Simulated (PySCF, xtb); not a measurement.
CH2F, SMILES [CH2]F (connectivity only; charge and spin as stated), charge +1, multiplicity 1.

Geometry optimised at B3LYP-D3(BJ)/def2-TZVPD. The spin state was assumed, not searched. The isomer is the one that the SMILES or the coordinates give; other isomers of the formula were not compared.

These are C-PCM-PBE0/def2-TZVPD run with PySCF values and carry that method's errors.

The values are the electrostatic part of the solvation free energy, E(continuum) − E(gas) at the gas-phase geometry, in a cavity of scaled van der Waals radii (PySCF's table); cavitation and dispersion terms are not included. In vacuum the orbital gap is 8.03 eV.

Estimate the values in water (ε = 78.36), n-hexane (ε = 1.88), tetrahydrofuran (ε = 7.43). (Estimate from the structure and the level; the computed values follow.)


```
solvent              ε  ΔG(elec) (kcal/mol)  gap (eV)
---------------  -----  -------------------  --------
water            78.36                -77.1      8.08
n-hexane          1.88                -36.5      8.05
tetrahydrofuran   7.43                -67.5      8.08
```

For comparison, GFN2-xTB/ALPB(water) (xtb, at the GFN2-xTB geometry, all terms of that model) gives -78.4 kcal/mol.
